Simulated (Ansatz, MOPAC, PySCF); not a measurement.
Noncovalent pair: H2 (SMILES [H][H]) (first 2 atoms) with CH2O2 (SMILES O=CO); geometry from B3LYP-D3(BJ)/def2-TZVP, rigid monomers moved along the line of their centres of mass till H2···H7 is 2.94 Å.
(charge 0, multiplicity 1):
```xyz
7

H      0.01501     0.41293    -0.44022
H     -0.07755    -0.19628    -0.01959
O     -0.10846    -1.22547     3.58237
C      0.10037    -0.21912     4.19750
O      0.29649     0.99284     3.65509
H      0.16036    -0.14956     5.29113
H      0.23770     0.89892     2.68890
```

Interaction energies are E(AB) − E(A) − E(B) at the monomers' geometry in the complex; basis-set methods are counterpoise corrected. Rows marked so take none.

Frozen-core correlation. CBS(a, b) extrapolates the correlation energy as X⁻³ and adds the Hartree–Fock energy of set b. Rows in 3-21G, 6-31G*, STO-3G carry no dispersion term and start afresh at each structure (6-31G* with six Cartesian d functions). MP2/6-31G* freezes PySCF's default core. The state that PM3 reach isn't checked.

Run with Ansatz (Gaussian orbitals); MOPAC for PM3 (differences of heats of formation); PySCF for 3-21G rows, 6-31G* rows, STO-3G rows, the dispersion terms. 

Other levels give for the interaction energy: PBE/def2-TZVPPD -0.46; B3LYP/def2-TZVPPD -0.20; B3LYP-D3(BJ)/def2-TZVPPD -0.44; wB97M-V/def2-TZVPPD -0.45; CCSD(T)/CBS(aug-cc-pVDZ, aug-cc-pVTZ) -0.50 kcal/mol.

Common cheap choices:

```
level                            interaction energy (kcal/mol)  less -0.50 (CCSD(T)/CBS(aug-cc-pVDZ, aug-cc-pVTZ))
-------------------------------  -----------------------------  --------------------------------------------------
PM3                                                      -0.32                                                0.18
HF/STO-3G (no counterpoise)                              -0.10                                                0.40
HF/3-21G (no counterpoise)                               -0.29                                                0.20
HF/6-31G*                                                -0.17                                                0.33
B3LYP/6-31G*                                             -0.15                                                0.34
B3LYP/6-31G* (no counterpoise)                           -0.30                                                0.19
M06-2X/6-31G* (no counterpoise)                          -0.50                                               -0.01
MP2/6-31G* (no counterpoise)                             -0.34                                                0.16
```

Ansatz is a quantum-chemistry and plane-wave program.
